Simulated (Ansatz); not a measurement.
Reactions of `OC(=S)S`.

Program: Ansatz. Geometries: PBE0-D4/def2-TZVP. ΔE: electronic, gas phase. CBS: MP2 limit from def2 TZ/QZ plus the TZ coupled-cluster correction, frozen cores. This one scheme is used for every species, atoms too. No spin–orbit coupling; open shells (•) take unrestricted orbitals. Spin–orbit coupling would lower the free atoms: a little for C, O, S. Bonds to Se are less sure, by a few kJ/mol each and by 10 to 20 or more in all where they break to atoms, as the def2 sets lack core-valence functions. Scalar relativity is left out up to krypton. Each species was taken in one conformer, which may not be the lowest.

Order these by ΔE at CCSD(T)/CBS, lowest first. (Best estimate.)
A. `OC(=S)S` + H₂Se → `OC(=S)[SeH]` + H₂S
B. `OC(=S)S` + H₂ → `S=CS` + H₂O
C. `OC(=S)S` → C• + 2 H• + O• + 2 S•
D. `OC(=S)S` + `N[SiH3]` → `OC(=S)N[SiH3]` + H₂S

D (-0.58 eV), B (-0.47 eV), A (+0.02 eV), C (+21.96 eV).

Largest T1 diagnostic: 0.018, for `S=CS`.
